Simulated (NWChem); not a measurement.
Molecule: CH₂ClNOSi; SMILES N#CO[SiH2]Cl

```xyz
7

N      0.8588    -2.7490    -0.3502
C      0.1746    -1.9041     0.0572
O     -0.5928    -0.9966     0.5347
Si    -0.8909     0.5582    -0.1001
Cl     0.8033     1.6853     0.0715
H     -1.9637     1.0796     0.7694
H     -1.2504     0.4075    -1.5286
```
Atoms are numbered in this order, from 1.

Level: PBE0/def2-SVP (NWChem), optimised geometry, unscaled harmonic frequencies. 

```csv
frequency (cm⁻¹),IR intensity (km/mol)
46,2.0
125,1.7
244,7.8
515,1.3
527,11.2
579,66.4
633,62.6
700,68.1
743,31.0
895,267.9
943,144.5
1238,235.5
2304,58.5
2339,75.6
2442,263.1
```

The zero-point energy is 20.4 kcal/mol, the thermal correction to the enthalpy at 298.15 K (with zero-point energy) comes out as 24.7 kcal/mol and the heat capacity Cv is 18.8 cal/(mol K). The entropy at 298.15 K and 1 atm (symmetry number 1) comes out as 79.9 cal/(mol K). The dipole moment is 4.53 D.

Rigid rotor and harmonic oscillator; modes under 100 cm⁻¹ make the entropy uncertain.
